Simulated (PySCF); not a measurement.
Correlation energy of Tm⁺ (thulium, charge +1)

[Xe] 4f13 6s1, high-spin 3F determinant. All numbers are calculated (PySCF 2.14, the spin-free X2C one-electron Hamiltonian (Gaussian nucleus), in cc-pVDZ-X2C (8s7p5d3f1g, 84 functions)). Frozen: [Kr] 4d10; 22 electrons correlated.

MP2 pair energies summed by pair of shells (mhartree):

| pair | energy | share (%) |
| --- | --- | --- |
| 4f-4f | -537.37 | 54.7 |
| 4f-5p | -220.56 | 22.5 |
| 5p-5p | -114.75 | 11.7 |
| 4f-5s | -49.09 | 5.0 |
| 5s-5p | -27.70 | 2.8 |
| 5p-6s | -16.74 | 1.7 |
| 4f-6s | -9.16 | 0.9 |
| 5s-5s | -5.67 | 0.6 |
| 5s-6s | -0.81 | 0.1 |

Total MP2 correlation energy: -981.85 mhartree.

Same-spin part -382.40 and opposite-spin part -599.46 mhartree; SCS-MP2 scales them by 1/3 and 6/5 to -846.81 mhartree.
